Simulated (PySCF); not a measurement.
BrH2NOSW, SMILES [OH][W]([Br])(=[NH])=[S], multiplicity 1.

The structure is a stationary point at r2SCAN-D4/def2-SVP. The spin state was assumed, not searched. The structure was generated by enumeration; whether it is a known compound was not checked. The def2 effective core potentials stand for the cores of W; spin–orbit coupling is left out. One conformer was computed; it need not be the lowest.

Two levels are set side by side: PBE/def2-TZVP (PySCF) and ωB97X/def2-TZVP (PySCF). Same geometry, gas phase. Differences are taken from unrounded values.

```csv
quantity,ωB97X,PBE,PBE minus ωB97X
orbital gap (eV),9.20,3.18,-6.02
highest occupied level (eV),-9.73,-6.33,3.39
lowest empty level (eV),-0.52,-3.15,-2.63
dipole moment (D),3.33,3.14,-0.19
mean polarisability (bohr³),90.4,93.4,3.0
```

Without exact exchange PBE keeps part of each electron's self-repulsion, which lifts occupied levels and narrows the gap. PBE's more diffuse valence density responds more strongly to a field. Differences between two approximate levels are no errors against the true value.

Rough cost on one machine, each run with all the roots and properties that it gave: ωB97X against PBE within a factor of 2.
